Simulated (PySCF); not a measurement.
**Four-centre ligand exchange**

Start structure (SiNH$_{5}$ClF, closed shell), relaxed at PBE0-D4/def2-TZVP:

| atom | x (Å) | y (Å) | z (Å) |
| --- | --- | --- | --- |
| Si1 | -0.5647 | -0.7239 | -0.6615 |
| N2 | 0.8036 | 0.0167 | 0.1157 |
| H3 | -0.2040 | -1.6599 | -1.7525 |
| H4 | -1.3388 | -1.4094 | 0.3936 |
| Cl5 | -1.6625 | 0.7713 | -1.5114 |
| H6 | 0.2447 | 1.1745 | 1.2723 |
| F7 | -0.0391 | 1.7578 | 1.9660 |
| H8 | 1.4406 | 0.5224 | -0.4874 |
| H9 | 1.3398 | -0.5953 | 0.7197 |

The step: SiNH₄Cl ([NH2][SiH2][Cl]) + HF → SiH₂ClF ([F][SiH2][Cl]) + NH₃; bonds formed: Si1–F7, N2–H6; bonds broken: Si1–N2, H6–F7. Program: PySCF 2.14 with density fitting (its default auxiliary sets; JK sets also for MP2 and CCSD(T)). Basis: def2-TZVPP and def2-QZVPP. Cores are frozen in the correlated methods. Extrapolation: Hartree–Fock as exp(−7.88 √X), correlation as X^−2.97. Energies below are by CCSD(T) at an estimated basis limit (MP2 extrapolated from triple and quadruple zeta, plus CCSD(T) − MP2 in triple zeta).

Problem. What are the electronic barrier and the energy of the step, from the start structure to the end structure? (An estimate is asked for; the value comes from the calculation.)

Solution. By the calculation: Barrier 0.859 eV; step energy -0.752 eV (downhill); reverse barrier, their difference, 1.611 eV. Barrier and step energy count from the start structure, the reverse barrier from the end structure.

The saddle point: One imaginary mode of 714i cm⁻¹.
```tsv
pair	start (Å)	saddle (Å)	end (Å)
Si1–F7	3.65	2.14	1.61
N2–H6	1.73	1.20	1.01
Si1–N2	1.74	1.84	2.32
H6–F7	0.95	1.22	2.73
```

Zero-point energy (harmonic, PBE0-D4): ZPE is 1.579 eV at the start and 1.534 eV at the saddle, so the barrier goes from 0.859 to 0.815 eV.

No T1 diagnostic of these runs exceeds 0.011.

Steps of this kind, hydrogen fluoride cutting a network bond, underlie vapour etching and the fluorination step of atomic layer etching.

Labels in which every atom is bracketed show which atoms are joined, not bond orders.

For scale, one of the runs: CCSD(T)/def2-TZVPP, 216 basis functions, launched by `OMP_NUM_THREADS=4 python run.py`. The run took 10 min on 4 CPU threads of an Arm Neoverse V2 (shared host), with 3.4 GiB of host memory at its peak.
